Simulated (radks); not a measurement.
Initial-state core-level shifts of the xenon ion Xe+ when its valence configuration changes from [Kr] 4d10 5s2 5p5. All-electron calculation, Dirac Kohn-Sham, LDA (Slater exchange, Perdew-Wang correlation), spin-unpolarised, spherical densities, finite nucleus; open shells fill j = l - 1/2 first; Fermi nuclear charge, rms radius 4.7859 fm. Program: a radial shooting solver on a logarithmic mesh with Libxc functionals. Shifts are changes of the shell-averaged eigenvalues in eV (positive: less bound); the change of the density at the nucleus, which sets a Mossbauer isomer shift, is in e/bohr^3, on a base of 2.705e+05.

| valence | 1s | 2s | 3p | 4p | density at nucleus |
|---|---|---|---|---|---|
| 4d10 5s1.5 5p5.5 | -0.762 | -0.747 | -0.755 | -0.727 | -44.77 |
| 4d10 5s1 5p6 | -1.513 | -1.484 | -1.500 | -1.443 | -90.45 |
| 4d9 5s2 5p6 | -10.027 | -10.708 | -10.063 | -7.859 | +31.63 |
| 4d9.5 5s2 5p5.5 | -4.985 | -5.318 | -5.008 | -3.933 | +15.69 |
| 4d9.5 5s1.5 5p6 | -5.730 | -6.051 | -5.747 | -4.642 | -31.12 |
